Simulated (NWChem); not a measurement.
MgICl; SMILES [Cl][Mg][I]

Computed with NWChem. Medium grid unless said otherwise, to which SCAN and Minnesota functionals are sensitive. Coordinates come from a PBE0/def2-SVP optimisation. def2 effective core potentials on I; no spin-orbit coupling.

Problem. Among these, which level gives the lowest value of “highest occupied level (eV)”?
A) MN15-L/def2-SVP
B) B3LYP/def2-SVP
C) PBE/def2-SVP
D) LC-BLYP (range parameter 0.33 per bohr)/def2-SVP

Solution. D, LC-BLYP (range parameter 0.33 per bohr)/def2-SVP. Values: LC-BLYP (range parameter 0.33 per bohr)/def2-SVP -9.94; B3LYP/def2-SVP -7.52; MN15-L/def2-SVP -6.96; PBE/def2-SVP -6.68
